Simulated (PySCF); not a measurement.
Species: PhSiCl2(SeBu), C10H14Cl2SeSi.
Numbering: `[CH3:1][CH2:2][CH2:3][CH2:4][Se:5][Si:6]([Cl:7])([Cl:8])[c:9]1[cH:10][cH:11][cH:12][cH:13][cH:14]1` (hydrogens: H15, H16, H17 on C1; H18, H19 on C2; H20, H21 on C3; H22, H23 on C4; H24 on C10; H25 on C11; H26 on C12; H27 on C13; H28 on C14)

Cartesian coordinates in Å at the PBE0-D3(BJ)/def2-SVP level; atoms count from 1:
```
atom  x, y, z in Å
C1    -3.514   -0.595    1.421
C2    -3.055    0.123    0.163
C3    -1.733   -0.410   -0.367
C4    -1.201    0.282   -1.609
Se5   -0.967    2.241   -1.472
Si6    0.464    2.243    0.268
Cl7   -0.491    2.022    2.100
Cl8    1.312    4.123    0.274
C9     1.750    0.904    0.120
C10    2.052    0.037    1.178
C11    3.013   -0.961    1.023
C12    3.683   -1.101   -0.191
C13    3.392   -0.243   -1.253
C14    2.431    0.753   -1.099
H15   -4.474   -0.199    1.783
H16   -3.642   -1.676    1.248
H17   -2.778   -0.471    2.231
H18   -2.945    1.200    0.373
H19   -3.824    0.044   -0.626
H20   -1.836   -1.483   -0.613
H21   -0.973   -0.365    0.432
H22   -1.897    0.181   -2.456
H23   -0.233   -0.137   -1.916
H24    1.527    0.143    2.131
H25    3.239   -1.632    1.855
H26    4.435   -1.885   -0.313
H27    3.917   -0.352   -2.205
H28    2.200    1.417   -1.938
```

Method used: PySCF 2.14.0, PBE0-D3(BJ)/def2-SVP geometry optimisation, gas phase.

Take the most abundant isotopes and a rigid rotor. The values belong to one conformer with, in the numbering `[CH3:1][CH2:2][CH2:3][CH2:4][Se:5][Si:6]([Cl:7])([Cl:8])[c:9]1[cH:10][cH:11][cH:12][cH:13][cH:14]1`, C1–C2–C3–C4 -179°, C2–C3–C4–Se5 56°, C3–C4–Se5–Si6 59°, C4–Se5–Si6–Cl7 -81°, Se5–Si6–C9–C10 -131°.

(1) What are A, B and C (cm⁻¹)?

(2) What kind of rotor is it?

(3) Is it planar, by Δ = Ic − Ia − Ib?

(4) Which lines would a microwave search look for?

Answers

(1) Ia = 1204.90, Ib = 1644.31, Ic = 1892.96 u·Å²; 505379 MHz·u·Å²/I gives 419.4, 307.4 and 267.0 MHz, that is A = 0.01399, B = 0.01025, C = 0.00891 cm⁻¹.

(2) An asymmetric top. Ray's parameter κ = (2B − A − C)/(A − C) = -0.470; −1 is the prolate and +1 the oblate limit.

(3) Not planar: Δ = Ic − Ia − Ib = -956.25 u·Å². For a rigid frame Δ = −2 Σ m c², so Σ m c² = 478.12 u·Å² lies off the ab plane: 35.64 from hydrogen and 442.49 from heavier atoms. The atom farthest from that plane is 2.49 Å away.

(4) The dipole components are |μa| = 1.39 D, |μb| = 2.95 D, |μc| = 1.61 D. Intensities carry the squares of the components, which stand as 0.22 : 1.00 : 0.30 (a : b : c). Some of the stronger lines:

```csv
type,branch,"J(Ka,Kc)",MHz,lower level (cm⁻¹)
b,Q,"3(2,1) ← 3(1,2)",325,0.123
b,Q,"3(3,0) ← 3(2,1)",625,0.134
c,R,"1(1,0) ← 0(0,0)",727,0.000
b,Q,"4(4,0) ← 4(3,1)",904,0.232
b,Q,"4(4,1) ← 4(3,2)",913,0.232
b,R,"2(0,2) ← 1(1,1)",1027,0.023
a,R,"2(0,2) ← 1(0,1)",1140,0.019
b,R,"3(1,3) ← 2(0,2)",1738,0.057
b,R,"4(2,2) ← 3(3,1)",1738,0.155
c,R,"3(1,2) ← 2(0,2)",1979,0.057
b,R,"3(2,2) ← 2(1,1)",2059,0.064
b,R,"4(1,3) ← 3(2,2)",2073,0.133
b,R,"4(0,4) ← 3(1,3)",2177,0.115
b,R,"3(2,1) ← 2(1,2)",2223,0.060
b,R,"4(1,4) ← 3(0,3)",2250,0.114
a,R,"4(3,2) ← 3(3,1)",2312,0.155
a,R,"4(1,3) ← 3(1,2)",2356,0.123
c,R,"3(3,0) ← 2(2,0)",2382,0.075
b,R,"3(3,0) ← 2(2,1)",2391,0.075
c,R,"4(3,1) ← 3(2,1)",2945,0.134
b,R,"4(4,1) ← 3(3,0)",3224,0.155
```

Whether it is a minimum is left open (no frequencies). These are rigid-rotor constants of the computed structure; measured ground-state constants (B0) also hold zero-point vibration. A rigid rotor knows nothing of internal rotation, which can split or shift real lines. Quadrupole hyperfine structure (35Cl) is left out.

Hardware: 2 threads, AMD EPYC 9R45 (x86_64), shared host. Cost: 5.7 min wall, 14 min CPU, 3.1 GiB resident at most. This is the geometry optimisation.
